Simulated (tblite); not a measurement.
`CC[C@@H](C)N(C)NC`. Computed geometry: GFN2-xTB, gas phase.

```
atom  x, y, z in Å
C1     1.9398   -1.4860   -0.5902
C2     1.8984   -0.2204    0.2557
C3     0.5001    0.0483    0.8246
C4     0.5106    1.2915    1.7239
N5    -0.4904    0.0834   -0.2471
C6    -0.4983    1.2746   -1.0695
N7    -1.7644   -0.2639    0.2553
C8    -2.5315   -1.0562   -0.6831
H9     1.6671   -2.3507    0.0099
H10    2.9373   -1.6442   -0.9944
H11    1.2348   -1.4050   -1.4123
H12    2.5934   -0.3145    1.0926
H13    2.2248    0.6315   -0.3440
H14    0.2052   -0.8142    1.4318
H15    0.8633    2.1644    1.1790
H16    1.1713    1.1279    2.5713
H17   -0.4883    1.4913    2.1057
H18    0.5141    1.5035   -1.3906
H19   -0.9167    2.1533   -0.5525
H20   -1.1000    1.0826   -1.9593
H21   -2.2979    0.5634    0.5386
H22   -1.9291   -1.9199   -0.9585
H23   -2.8205   -0.5236   -1.6000
H24   -3.4348   -1.3973   -0.1794
```

(1) Which two atoms are farthest apart?

(2) Work out the bond lengths C1–C2, C2–H12, C3–N5, C3–H14, C6–H19 in pm.

(3) Give the dihedral angles H14–C3–C4–H17, H14–C3–C4–H16, H21–N7–C8–H23, C2–C3–C4–H17, C4–C3–N5–C6, H9–C1–C2–H12.

(4) How far apart are these pairs, which share no bond: C1···C8, C8···H13, H15···H19, H17···H18?

(5) Where is the centre of mass (commonest isotopes), and what is the radius of gyration?

(6) How far are the heavy atoms from their best plane (unweighted least squares)?

(7) Write the matrix of distances between heavy atoms (Å, lower triangle).

Answers

(1) H10···H24, 6.43 Å; the next longest distance is 6.26 Å.

(2) For C1–C2 the difference vector is (-0.0414, 1.2656, 0.8459) Å, of length 1.5228 Å. C1–C2 152.3; C2–H12 109.2; C3–N5 146.0; C3–H14 109.5; C6–H19 110.2 pm.

(3) H14–C3–C4–H17 -63° (synclinal); H14–C3–C4–H16 56° (synclinal); H21–N7–C8–H23 59° (synclinal); C2–C3–C4–H17 179° (antiperiplanar); C4–C3–N5–C6 51° (synclinal); H9–C1–C2–H12 59° (synclinal). Dihedral signs follow IUPAC: positive where, seen along the central bond, the front bond turns clockwise onto the rear one.

(4) C1···C8 4.493 Å (5 bonds apart); C8···H13 5.058 Å (5 bonds apart); H15···H19 2.483 Å (5 bonds apart); H17···H18 3.637 Å (5 bonds apart).

(5) Mass 116.131 u; centre at (-0.080, -0.034, 0.045) Å; Rg = √(Σ m r²/M) = 2.060 Å. As Ia + Ib + Ic = 2 Σ m r², the three principal moments sum to 985.5 u·Å².

(6) 0.662 Å rms; C1 0.04, C2 0.03, C3 0.47, C4 0.45, N5 0.25, C6 1.61, N7 0.54, C8 0.39 Å (magnitudes).

(7) 
```
C1    0.000
C2    1.523  0.000
C3    2.535  1.533  0.000
C4    3.887  2.523  1.534  0.000
N5    2.913  2.460  1.460  2.519  0.000
C6    3.714  3.120  2.467  2.970  1.448  0.000
N7    3.991  3.663  2.356  3.123  1.413  2.393  0.000
C8    4.493  4.605  3.561  4.534  2.378  3.117  1.448  0.000
```

Its GFN2-xTB frequencies are all real (lowest 52 cm⁻¹). The numbers are those of one conformer. 3 starts were optimised and ended at 0.00, 0.00 and 1.96 kcal/mol (GFN2-xTB); the lowest of these is shown.

Time: 1.3 s. Hardware: an Arm Neoverse V1 with one thread, no GPU, shared host with 32 logical CPUs at a one-minute load of 24. That covers the optimisation of the geometry.
